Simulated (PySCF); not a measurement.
Static response to an electric field

Species: C₄H₉FOSSi.
Cartesian coordinates in Å at the GFN2-xTB level; atoms count from 1:
```xyz
17
C4H9FOSSi angstrom
C      2.3836    0.7504   -0.5563
O      1.2130    0.0047   -0.3103
C      1.4179   -1.3638   -0.1239
S     -0.2128   -2.0810    0.2058
Si    -1.2106   -0.1928   -0.0006
C     -1.5880    0.8104    1.5461
C     -2.7688   -0.0442    1.0677
F     -3.8265    0.6862    0.5815
H      2.8746    0.4133   -1.4754
H      2.0681    1.7856   -0.6635
H      3.0844    0.6622    0.2803
H      2.0757   -1.5631    0.7318
H      1.8381   -1.8370   -1.0208
H     -1.2650    0.3508   -1.3371
H     -1.1848    0.5503    2.5153
H     -1.7475    1.8747    1.4519
H     -3.1584   -0.7947    1.7471
```

Level: B3LYP/def2-SVPD (PySCF), static field, nuclei fixed, core orbitals frozen in the response. The polarisability tensor in these axes (au):

```
x   117.81  -6.61 -12.37
y    -6.61 100.73   3.65
z   -12.37   3.65  90.17
```

Give the principal values, the mean and the anisotropy Δα = √{½[(α1 − α2)² + (α2 − α3)² + (α1 − α3)²]}.

Principal values 85.37, 98.49 and 124.86 au; mean 102.91 au = 15.25 Å³ = 16.97 × 10⁻⁴⁰ C²·m²/J; Δα = 34.84 au (34 % of the mean).

What is the dipole moment, and where does it point?

(5.02, 0.50, -0.30) D, 5.05 D in size, pointing from the negative to the positive side. Measured along this direction, the outermost atoms are F8 at the negative end and H11 at the positive end.

How large is μ²/3kT at 273 K beside α?

In Gaussian units μ²/3kT = 225.80 Å³ against 15.25 Å³, a ratio of 14.81; the Debye molar polarisation (4π/3)N_A(α + μ²/3kT) is 608.0 cm³/mol, leaving out the vibrational part.

Find the Langevin capture rate constant for H3O+ (19.018 u) meeting this molecule (152.013 u), k = 2.342 × 10⁻⁹ cm³/s × √(α in Å³ / reduced mass in u).

The reduced mass is 16.90 u, so k = 2.22 × 10⁻⁹ cm³/s. The formula leaves out the permanent dipole, which adds to the capture rate.

Refractivity n − 1 of an ideal gas of it at 298.15 K and 1 atm, from the electronic α?

N = p/kT = 2.4615 × 10¹⁹ cm⁻³, so n − 1 = 2π × N × 15.25 × 10⁻²⁴ cm³ = 2358 × 10⁻⁶ at long wavelengths, for an ideal gas.

What depolarisation ratio follows for Rayleigh scattering of linearly polarised light, taking the static tensor?

ρ = 3Δα²/(45ᾱ² + 4Δα²) = 3640.9/(476537 + 4854.5) = 0.00756.

Isolated species at its GFN2-xTB geometry (one conformer only).
